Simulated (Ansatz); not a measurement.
Ag₆⁻, relaxed as a doublet with UKS PBE0-D4/def2-SVPD in Ansatz, starting from the GFN1-xTB geometry. Force threshold 0.02 eV/Å.

In the def2 sets Ag takes a core potential; there is no spin–orbit coupling. Another isomer (doublet) lies 0.25 eV lower at PBE0-D4/def2-TZVPD; other spin states weren't run for this one.

Start:

```xyz
6

Ag   -2.325    0.664   -0.669
Ag   -1.587   -1.111    1.263
Ag    1.072   -1.566    1.645
Ag   -0.450    2.033   -2.114
Ag    2.948   -0.281    0.126
Ag    0.342    0.261   -0.251
```

```tsv
step	energy (eV)	largest force component (eV/Å)	SCF passes
1	-23998.1616	0.338	22
2	-23998.1901	0.057	32
3	-23998.1911	0.013	34
```

Force components are those of the run's own axes.

End:

```tsv
atom	x (Å)	y (Å)	z (Å)
Ag1	-2.339	0.653	-0.642
Ag2	-1.624	-1.139	1.288
Ag3	1.046	-1.571	1.658
Ag4	-0.446	2.072	-2.155
Ag5	3.007	-0.274	0.122
Ag6	0.355	0.260	-0.270
```

By distances, no bond broke or formed. The bond that changes most is Ag3–Ag5, from 2.73 to 2.81 Å (atoms count from 1).

No frequencies were taken in this run, so the end may be a saddle point.

It took 78 s on 4 threads of Arm Neoverse N1 on a shared host, peak host memory 1 GiB.
